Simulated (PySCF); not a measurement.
C3H8AlF, singlet, geometry from GFN2-xTB (such geometries of metal compounds can be far from the true shape); DF-B3LYP/pcseg-1 (PySCF).

PySCF was given this input:
```python
from pyscf import gto, scf, dft

mol = gto.Mole()
mol.atom = '''
    Al   -0.280350    1.050665    0.145732
    F     0.391161    2.215891   -0.809454
    H    -0.956829    1.600223    1.404450
    C    -0.258315   -0.937903   -0.174976
    C    -0.797928   -1.549223    1.124615
    C     1.124276   -1.504059   -0.535437
    H    -0.941159   -1.237069   -0.987124
    H    -0.937304   -2.626561    1.033002
    H    -0.110560   -1.361387    1.949490
    H    -1.756257   -1.096897    1.385716
    H     1.520670   -1.010489   -1.423686
    H     1.067640   -2.574757   -0.736806
    H     1.829700   -1.347620    0.280312
'''
mol.basis = 'pcseg-1'
mol.charge = 0
mol.spin = 0
mol.verbose = 4
mol.max_memory = 1800
mol.build()

mf = dft.RKS(mol)
mf.xc = 'b3lyp'
mf = mf.density_fit(auxbasis='def2-universal-jkfit')
mf.kernel()
```

It wrote (shortened):

```
PySCF version 2.14.0

[INPUT] verbose = 4
[INPUT] num. atoms = 13
[INPUT] num. electrons = 48
[INPUT] charge = 0
[INPUT] spin (= nelec alpha-beta = 2S) = 0
[INPUT] symmetry False subgroup None
[INPUT] Mole.unit = angstrom
[INPUT] Symbol           X                Y                Z      unit          X                Y                Z       unit  Magmom
[...]
nuclear repulsion = 217.307579515987
number of shells = 31
number of NR pGTOs = 200
number of NR cGTOs = 114
basis = pcseg-1
ecp = {}

******** <class 'pyscf.df.df_jk.DFRKS'> ********
method = DFRKS
initial guess = minao
damping factor = 0
level_shift factor = 0
DIIS = <class 'pyscf.scf.diis.CDIIS'>
diis_start_cycle = 1
diis_space = 8
diis_damp = 0
SCF conv_tol = 1e-09
SCF conv_tol_grad = None
SCF max_cycles = 50
direct_scf = False
XC library pyscf.dft.libxc version 7.1.2
    S. Lehtola, C. Steigemann, M. J. T. Oliveira, and M. A. L. Marques,  SoftwareX 7, 1–5 (2018)
XC functionals = b3lyp
    P. J. Stephens, F. J. Devlin, C. F. Chabalowski, and M. J. Frisch,  J. Phys. Chem. 98, 11623 (1994)
radial grids:
    Treutler-Ahlrichs [JCP 102, 346 (1995); DOI:10.1063/1.469408] (M4) radial grids

becke partition: Becke, JCP 88, 2547 (1988); DOI:10.1063/1.454033
pruning grids: <function nwchem_prune>
grids dens level: 3
symmetrized grids: False
atomic radii adjust function: <function treutler_atomic_radii_adjust>
small_rho_cutoff = 0
Set gradient conv threshold to 3.16228e-05
Initial guess from minao.
tot grids = 154264
******** <class 'pyscf.df.df.DF'> ********
auxbasis = def2-universal-jkfit
init E= -461.462259538875
[...]
cycle= 1 E= -461.348877107709  delta_E= 0.113  |g|= 0.674  |ddm|=  3.3
[...]
cycle= 2 E= -461.198255578704  delta_E= 0.151  |g|= 1.15  |ddm|= 1.43
[...]
cycle= 3 E= -461.443929241534  delta_E= -0.246  |g|= 0.102  |ddm|= 0.879
[...]
cycle= 4 E= -461.445976508888  delta_E= -0.00205  |g|= 0.0408  |ddm|= 0.121
[...]
cycle= 5 E= -461.446361247102  delta_E= -0.000385  |g|= 0.00807  |ddm|= 0.0442
[...]
cycle= 6 E= -461.446376902531  delta_E= -1.57e-05  |g|= 0.00293  |ddm|= 0.0106
[...]
cycle= 7 E= -461.44637900642  delta_E= -2.1e-06  |g|= 0.000254  |ddm|= 0.00256
[...]
cycle= 8 E= -461.446379023122  delta_E= -1.67e-08  |g|= 6.35e-05  |ddm|= 0.000438
[...]
cycle= 9 E= -461.446379024353  delta_E= -1.23e-09  |g|= 1.26e-05  |ddm|= 0.000112
[...]
cycle= 10 E= -461.446379024387  delta_E= -3.4e-11  |g|= 2.73e-06  |ddm|= 1.67e-05
[...]
Extra cycle  E= -461.446379024387  delta_E= 2.27e-13  |g|= 3.77e-06  |ddm|= 6.19e-06
converged SCF energy = -461.446379024387
```
